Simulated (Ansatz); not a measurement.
Input for Ansatz (a program for electronic structure): R-PBE0/def2-TZVPP on O3 (SMILES O=[O+][O-]).

Ansatz 0.2 input:
```yaml
crystal:
  periodic: [false, false, false]
  atoms:
    - {symbol: O, position_ang: [-0.00000000, 0.00000000, -0.42859851]}
    - {symbol: O, position_ang: [1.07614218, -0.00000000, 0.21429925]}
    - {symbol: O, position_ang: [-1.07614218, -0.00000000, 0.21429925]}
basis:
  gaussian:
    orbitals: def2-TZVPP
hamiltonian:
  xc: {name: PBE0}
scf: {lower_state_search: off}
```

It printed:

```
WARN ansatz: RAYON_NUM_THREADS=1 ignored (pool sized by the plan → 1); use --threads N
Functional definition: PBE0
these checks for a lower state are left out or cut short: stability, starts, cluster_reference, orbital_swaps, neighbouring_geometries, increment
integrals: 0.01 GiB planned
453 factors; their error is unknown
mean field: 0.19 GiB planned
mean field evaluation 1: about -6126.6744 eV, gradient 4.9e1 eV
mean field evaluation 2: about -6117.0672 eV, gradient 9.5e1 eV
mean field evaluation 4: about -6130.1033 eV, gradient 1.7e0 eV
mean field evaluation 8: about -6130.1284 eV, gradient 2.2e-2 eV
mean field evaluation 16: about -6130.1284 eV, gradient 2.0e-6 eV
mean field -6130.12840095 eV, -225.2780635847 hartree, gradient 2.0e-6 eV, S^2 0.000000; 0 other end points of the search recorded, 0 dependent functions left out
reference -6130.12841338 eV, -225.2780640416 hartree; 12, 12 occupied and 81, 81 virtual orbitals, 453 factors
Total energy: -6130.12841338 eV, -225.2780640416 hartree
Checks for a lower state left out: stability, starts, cluster_reference, orbital_swaps, neighbouring_geometries, increment
```

Self-consistency was reached.

Cost: about 0.8 core-seconds (a rough figure).
